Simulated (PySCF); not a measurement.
Species: C2H7AlF2O.
SMILES: `FC[O+]([AlH3-])CF`

Jobs on this species (13 atoms, 58 electrons) with PySCF (density fitting). Hardware of each: one thread of an Arm Neoverse V2, no GPU, shared host. Other jobs ran on the host; a repeat could differ by tens of per cent or more. Peak memory is the resident size of the whole Python process, interpreter and libraries included.

| level and settings | work | basis functions | SCF cycles | wall time | peak memory |
| --- | --- | --- | --- | --- | --- |
| delta-SCF UKS SCAN, pcX-1 on the ionised atom, pcseg-1 elsewhere, spin-free X2C | ΔSCF core ionisation, 5 holes | 145 | ? | ? | ? |
| delta-SCF UKS SCAN, def2-TZVP on the ionised atom, pcseg-1 elsewhere, spin-free X2C | ΔSCF core ionisation, 5 holes | 142 | ? | ? | ? |
| delta-SCF UKS SCAN, pcX-2 on the ionised atom, pcseg-1 elsewhere, non-relativistic | ΔSCF core ionisation, 5 holes | 165 | 77 | 31 s | 0.60 GiB |
| delta-SCF UKS PBE, pcX-2 on the ionised atom, pcseg-1 elsewhere, spin-free X2C | ΔSCF core ionisation, 5 holes | 165 | 75 | 17 s | 0.65 GiB |
| delta-SCF UKS PBE0, pcX-2 on the ionised atom, pcseg-1 elsewhere, spin-free X2C | ΔSCF core ionisation, 5 holes | 165 | 68 | 33 s | 0.63 GiB |
| delta-SCF UKS SCAN, pcX-2 on the ionised atom, pcseg-1 elsewhere, spin-free X2C | ΔSCF core ionisation, 5 holes | 165 | 76 | 27 s | 0.60 GiB |
| delta-SCF UKS B3LYP, pcX-2 on the ionised atom, pcseg-1 elsewhere, spin-free X2C | ΔSCF core ionisation, 5 holes | 165 | 71 | 34 s | 0.63 GiB |
| delta-SCF UKS HF, pcX-2 on the ionised atom, pcseg-1 elsewhere, spin-free X2C | ΔSCF core ionisation, 5 holes | 165 | 66 | 20 s | 0.58 GiB |
| PBE0-D3(BJ)/def2-SVP, grid level 1 | geometry optimisation from a GFN2-xTB start shaken at random | 123 | 86 | 74 s | 0.49 GiB |

Task: Fill in the missing figures.

Result: 
- delta-SCF UKS SCAN, pcX-1 on the ionised atom, pcseg-1 elsewhere, spin-free X2C; ΔSCF core ionisation, 5 holes: 24 s, 0.44 GiB, 76 SCF cycles
- delta-SCF UKS SCAN, def2-TZVP on the ionised atom, pcseg-1 elsewhere, spin-free X2C; ΔSCF core ionisation, 5 holes: 28 s, 0.47 GiB, 76 SCF cycles

Task: What do all jobs in the table cost together?

Result: About 4.8 min; the longest takes about 26 % of that, and about 4.4 times as long as the shortest.
